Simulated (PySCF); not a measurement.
pyrazine-2-carbonitrile (C5H3N3), SMILES N#Cc1cnccn1. Coordinates come from a PBE0-D3(BJ)/def2-SVP optimisation.

Give the equilibrium geometry at PBE0-D3(BJ)/def2-SVP (PySCF confirms it by a frequency run) as Cartesian coordinates in Å, and its point group. (An estimate is asked for; the answer gives what the named calculation found.)

point group Cs.
```xyz
11

N      0.0171    -3.1526     0.0000
C      0.0464    -1.9949     0.0000
C      0.0365    -0.5552     0.0000
C     -1.1842     0.1380     0.0000
N     -1.2203     1.4635     0.0000
C     -0.0530     2.0973     0.0000
C      1.1620     1.4040     0.0000
N      1.2098     0.0799     0.0000
H     -2.1352    -0.4045     0.0000
H     -0.0732     3.1924     0.0000
H      2.1164     1.9409     0.0000
```
